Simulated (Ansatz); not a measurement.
`[F][Ge]([F])([F])[GeH3]`, 8 atoms. Total charge 0; spin multiplicity 1. Correlated methods include outer-core shells of Ge, which these sets cover unevenly. Scalar relativity is left out up to krypton. All runs use 4 threads of an Arm Neoverse V2 on a shared host. Correlated methods freeze the cores.

Question: Give the basis size and wall time and peak host memory of each of these runs in Ansatz. RHF-CCSD(T)/def2-TZVPP energy; RHF-MP2/def2-QZVPP energy; RKS B3LYP-D4/def2-TZVPP energy and forces; RKS ωB97M-V/def2-SVP energy; RKS BHLYP-D4/def2-TZVPP energy; RKS r2SCANh-D4/def2-TZVPP energy; direct RPA on PBE orbitals/def2-TZVPP energy; RKS PBE0-D4/def2-TZVP relaxation (5 steps); RKS PBE0-D4/def2-SVP energy; RKS PBE0-D4/def2-TZVP frequencies; RHF-CCSD(T)/def2-SVP energy; RKS BLYP-D4/def2-TZVPP energy. (An estimate is asked.)

Answer: The calculation gave: Other jobs shared the machine, so times are rough.

```
                                level                   job  functions  wall time  peak host memory (GiB)
                 RKS PBE0-D4/def2-SVP                energy        121      1.5 s                     0.3
               RKS BLYP-D4/def2-TZVPP                energy        231      1.8 s                    0.31
              RKS BHLYP-D4/def2-TZVPP                energy        231      3.2 s                    0.85
              RKS B3LYP-D4/def2-TZVPP     energy and forces        231      4.6 s                    0.79
direct RPA on PBE orbitals/def2-TZVPP                energy        231      4.7 s                    0.53
            RKS r2SCANh-D4/def2-TZVPP                energy        231      5.5 s                    0.81
                 RKS ωB97M-V/def2-SVP                energy        121        6 s                    0.44
                 RHF-CCSD(T)/def2-SVP                energy        121       14 s                    0.69
                RKS PBE0-D4/def2-TZVP  relaxation (5 steps)        207       21 s                    0.69
                   RHF-MP2/def2-QZVPP                energy        439       21 s                     2.4
                RKS PBE0-D4/def2-TZVP           frequencies        207    2.2 min                    0.68
               RHF-CCSD(T)/def2-TZVPP                energy        231    4.4 min                     4.5
```

B3LYP here is the variant with VWN-RPA as its local correlation; programs differ in this.
